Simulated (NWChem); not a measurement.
System: CF$_{2}$GaNO; SMILES O=C=[N][Ga]([F])[F]

Input file for NWChem:

```
start job
memory heap 200 mb stack 900 mb global 1100 mb
geometry units angstroms noautoz
  Ga    -0.071973    -0.684591    -0.000261
  F      1.321573    -1.710244    -0.000648
  F     -1.627236    -1.443246    -0.000023
  N      0.089991     1.088586    -0.000103
  C      0.176224     2.285626    -0.000050
  O      0.262531     3.447343    -0.000001
end
basis spherical
  * library def2-svp
end
dft
  xc xpbe96 cpbe96
  iterations 150
  vectors input atomic output neutral.movecs
end
task dft energy
charge 1
dft
  odft
  mult 2
  vectors input atomic output cation.movecs
end
task dft energy
```

Coordinates come from a PBE0/def2-SVP optimisation.

Ions are spin-unrestricted doublets at the neutral geometry; other ion states weren't tried.

**Question.** Give the results of this calculation. (PBE/def2-SVP, vertical spin-unrestricted ions.) Quantities: vertical ionisation energy, ΔSCF (eV); −ε(HOMO) (eV).

**Answer.** 
```json
{
 "vertical ionisation energy, ΔSCF (eV)": "11.33",
 "−ε(HOMO) (eV)": "7.69"
}
```
